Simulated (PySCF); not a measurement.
C5H7F.

```xyz
13

C      2.4470     0.3104     0.4796
C      1.2629    -0.0813     0.0041
C     -0.0295     0.1610     0.6698
C     -1.1062    -0.9159     0.6419
C     -1.2716     0.3184    -0.1583
F     -1.1506     0.2165    -1.5055
H      2.5340     0.8528     1.4263
H      3.3722     0.1027    -0.0630
H      1.2144    -0.6162    -0.9509
H      0.0219     0.7757     1.5743
H     -0.8672    -1.8244     0.0822
H     -1.7238    -1.0677     1.5305
H     -2.0116     1.0730     0.1280
```

The structure is a stationary point at PBE0-D3(BJ)/def2-SVP. One conformer was computed; it need not be the lowest.

All values below come from PBE/pcSseg-1 in PySCF. Non-relativistic, no solvent.

Question: Give the absolute GIAO shielding of each atom: isotropic value and principal components (ppm). (Estimate from the structure and the level; the computed values follow.)

Answer: 
```tsv
atom	σ(iso)	σ11	σ22	σ33	span
C1	60.7	-49.3	79.1	152.4	201.8
C2	36.9	-81.4	42.8	149.4	230.7
C3	152.6	116.5	139.0	202.3	85.8
C4	162.8	137.7	158.2	192.3	54.6
C5	102.7	51.2	77.3	179.7	128.5
F6	400.7	359.1	397.0	446.0	86.8
H7	25.8	22.1	25.4	29.8	7.7
H8	25.8	22.6	25.0	29.8	7.2
H9	25.5	22.8	23.7	29.9	7.1
H10	29.9	24.4	28.3	37.0	12.6
H11	30.5	25.8	28.9	36.8	11.0
H12	30.2	25.2	26.7	38.9	13.7
H13	26.7	21.5	26.4	32.1	10.6
```
